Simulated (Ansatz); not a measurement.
# Si2H4F2 (SMILES F[SiH2][SiH2]F): the energy to break a bond

Si2H4F2 has 8 atoms, charge 0, and is taken as a singlet. SMILES: `F[SiH2][SiH2]F`. The shape was relaxed beforehand at PBE0/def2-SVP. This is one conformer, not always the lowest.

```tsv
atom	x (Å)	y (Å)	z (Å)
F	-1.9584	1.1835	-0.2492
Si	-0.3503	1.1290	0.0146
Si	0.3602	-1.1075	0.0515
F	0.3009	-1.7209	-1.4581
H	0.3324	1.9039	-1.0615
H	-0.0715	1.7620	1.3387
H	1.7745	-1.1729	0.5280
H	-0.5026	-1.9428	0.9360
```

Wanted: the dissociation energy of the Si2–F1 bond into doublet Si2H4F and doublet F (shapes relaxed at PBE0/def2-SVP, no zero-point term). 1 Eh = 2625.50 kJ/mol = 27.2114 eV. Totals in Eh; open shells run unrestricted unless said.

```tsv
level	program	Si2H4F2	doublet Si2H4F	doublet F
HF/def2-SVP	Ansatz	-778.826048	-679.377441	-99.284051
SVWN5/def2-SVP	Ansatz	-777.208862	-677.972909	-98.976866
wB97M-V/def2-SVP	Ansatz	-780.720130	-680.876297	-99.614309
```

Question: Work out the dissociation energy at each level.

Answer: 
1. HF/def2-SVP: (-679.377441) + (-99.284051) − (-778.826048) = 0.164556 Eh = 432.0 kJ/mol = 4.48 eV.
2. SVWN5/def2-SVP: (-677.972909) + (-98.976866) − (-777.208862) = 0.259087 Eh = 680.2 kJ/mol = 7.05 eV.
3. wB97M-V/def2-SVP: (-680.876297) + (-99.614309) − (-780.720130) = 0.229524 Eh = 602.6 kJ/mol = 6.25 eV.

The levels span 432 to 680 kJ/mol; no measured value is set beside them. Hartree–Fock lacks the correlation of the electrons that are unpaired, so it comes out low. A bond enthalpy at 298 K also holds the loss of zero-point energy and thermal terms.
